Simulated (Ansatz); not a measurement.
Cost and result for the atomization energy of `OC(O)=[N][ZnH]` (8 atoms, 7 bonds).

Total charge 0; spin multiplicity 1. For Zn the d shell is correlated and the shells below it are frozen. Scalar relativity is left out up to krypton. All single points use the PBE0-D4/def2-TZVP geometry. It is one conformer, not always the lowest. Program: Ansatz. All runs use 4 threads of an AMD EPYC 9R45 on a shared host. Times are those of one run each, without the atoms' runs, and a repeat can differ threefold. Electronic energies, without spin–orbit coupling; frozen cores. CCSD(T)/CBS adds CCSD(T) − MP2 in def2-TZVPP to the MP2 limit, and its time is that of the two runs behind it. T1 = 0.016. With those shells the extrapolation isn't a true limit. B3LYP takes the VWN-RPA correlation (the form of Gaussian; ORCA's B3LYP/G).

CCSD(T)/CBS is a level of theory with its own doubt, some kJ/mol a heavy atom from the limit and from the frozen cores, so smaller differences don't rank the functionals.

| level | functions | wall time | atomization (kJ/mol) | difference from CCSD(T)/CBS | per bond |
| --- | --- | --- | --- | --- | --- |
| BLYP-D4/def2-TZVPP | 230 | 0.9 s | 2824.3 | 30.2 | 4.3 |
| PBE0-D4/def2-TZVPP | 230 | 1.2 s | 2810.8 | 16.7 | 2.4 |
| r2SCAN-D4/def2-TZVPP (with forces) | 230 | 1.7 s | 2828.7 | 34.6 | 4.9 |
| B3LYP-D4/def2-TZVPP (with forces) | 230 | 1.9 s | 2785.7 | -8.4 | -1.2 |
| r2SCANh-D4/def2-TZVPP | 230 | 1.9 s | 2787.5 | -6.6 | -0.9 |
| PBE-QIDH/def2-TZVPP | 230 | 2.2 s | 2773.9 | -20.2 | -2.9 |
| CCSD(T)/def2-SVP | 102 | 2.5 s | 2593.5 | -200.6 | -28.7 |
| B97M-V/def2-TZVPP | 230 | 2.5 s | 2795.0 | 0.9 | 0.1 |
| ωB97X-V/def2-TZVPP | 230 | 2.9 s | 2823.2 | 29.1 | 4.2 |
| ωB97M-V/def2-TZVPP (with forces) | 230 | 4 s | 2817.5 | 23.4 | 3.4 |
| MP2/def2-QZVPP | 418 | 7.5 s | 2874.1 | 80.0 | 11.4 |
| CCSD(T)/def2-TZVPP | 230 | 51 s | 2698.0 | -96.1 | -13.7 |
| CCSD(T)/CBS(def2) | – | 59 s | 2794.1 | 0.0 | 0.0 |

From BLYP to BHLYP (50 % exact exchange), in def2-TZVPP and without D4, the atomization energy moves by −183.2 kJ/mol: exact exchange takes away binding that semilocal exchange gives to molecules. The D4 term adds +23.3 kJ/mol with B3LYP and +12.1 kJ/mol with PBE0; it sums over pairs of atoms, weighted by their polarisabilities, and B3LYP, whose exchange is more repulsive, gets the larger term. At CCSD(T), def2-SVP lies −200.6 kJ/mol from the extrapolated value and def2-TZVPP −96.1 kJ/mol: correlation converges slowly with the basis, and small sets miss more of it in the bonded molecule than in its fragments.
